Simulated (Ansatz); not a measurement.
Breaking a bond: PH, triplet.

- UKS-PBE = unrestricted PBE/def2-TZVP (Ansatz, a program for electronic structure)
- UKS-B3LYP = unrestricted B3LYP/def2-TZVP run with Ansatz
- FCI = full CI/def2-TZVP, frozen core (Ansatz)

Energies relative to the lowest point of each curve near equilibrium, in kcal/mol; the last columns give the error against full CI:

```
R / Å  UKS-PBE  UKS-B3LYP   FCI  UKS-PBE − FCI  UKS-B3LYP − FCI
-----  -------  ---------  ----  -------------  ---------------
1.08      53.9       51.7  52.5            1.4             -0.8
1.14      33.3       31.5  32.0            1.3             -0.5
1.22      15.4       14.2  14.4            1.0             -0.2
1.26       9.6        8.6   8.7            0.9             -0.1
1.32       3.8        3.2   3.3            0.6              0.0
1.37       1.2        0.9   0.9            0.3              0.0
1.43       0.0        0.0   0.0            0.0              0.0
1.47       0.2        0.4   0.4           -0.2              0.0
1.52       1.2        1.6   1.7           -0.5              0.0
1.55       2.2        2.8   2.8           -0.6              0.0
1.67       8.0        9.1   9.1           -1.1              0.0
1.74      12.4       13.8  13.7           -1.3              0.1
1.91      24.2       26.3  25.5           -1.3              0.7
2.15      41.1       43.8  41.1            0.0              2.7
2.36      53.8       56.2  51.7            2.1              4.5
2.58      63.0       64.7  59.3            3.8              5.5
2.85      69.2       70.6  64.5            4.7              6.1
3.10      72.0       73.5  66.8            5.2              6.7
3.51      73.8       75.6  68.2            5.6              7.3
3.91      74.4       76.3  68.6            5.8              7.7
4.29      74.6       76.6  68.8            5.8              7.9
5.05      74.7       76.8  68.8            5.9              8.0
5.61      74.7       76.8  68.8            5.9              8.0
```

UKS-PBE is furthest from FCI at 5.61 (5.9 kcal/mol, above); its mean absolute error over the points is 2.4 kcal/mol.

UKS-B3LYP is furthest from FCI at 5.61 (8.0 kcal/mol, above); its mean absolute error over the points is 2.9 kcal/mol.

The unrestricted determinant behind UKS-PBE, UKS-B3LYP is spin-contaminated at 2.36 to 5.61 Å (<S²> up to 3.0, against 2.00 for a pure triplet).
